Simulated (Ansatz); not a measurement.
A made-up structure of AlSiH3SO, closed shell:

```
7
angstrom
S -1.3543 1.6684 -0.5884
Si 0.0290 0.3512 0.3546
O -0.1955 -1.2993 0.1214
Al 1.3175 -1.1732 -0.7294
H -2.0209 1.9771 0.5371
H 0.0529 0.7395 1.7891
H -0.7940 -1.7967 0.7004
```

It is relaxed with PBE-D4/def2-SVP and then PBE0-D4/def2-TZVP (Ansatz 0.2.0). Atoms count as bonded within 1.22 times the sum of their covalent radii (H–H: 0.88 Å). The end point is not checked to be a true minimum.

**Question.** Does its bonding change? (A judgement: the text doesn't fix the answer.)

**Answer.** The calculation gives: No: no bond forms or breaks.

Where it ends: The first stage lowers the energy by 1.24 eV in 8 steps. It ends as AlSiH₃SO ([SH][SiH]1[OH][Al]1):
S1  (-1.345, 1.659, -0.531)
Si2  (0.274, 0.558, 0.370)
O3  (-0.180, -1.189, 0.275)
Al4  (1.367, -1.430, -0.851)
H5  (-2.164, 1.701, 0.534)
H6  (0.079, 0.788, 1.836)
H7  (-0.995, -1.619, 0.551)
(Å)

Labels in which every atom is bracketed show which atoms are joined, not bond orders.

For scale, one of the runs: PBE0-D4/def2-TZVP relaxation, 160 basis functions, launched by `ansatz run in.yaml --threads 2 --pin off --events-out ev --progress --plain --max-ram 4352MiB`. Hardware: 2 CPU threads of an Arm Neoverse V2, shared host. Wall time about 44 s.
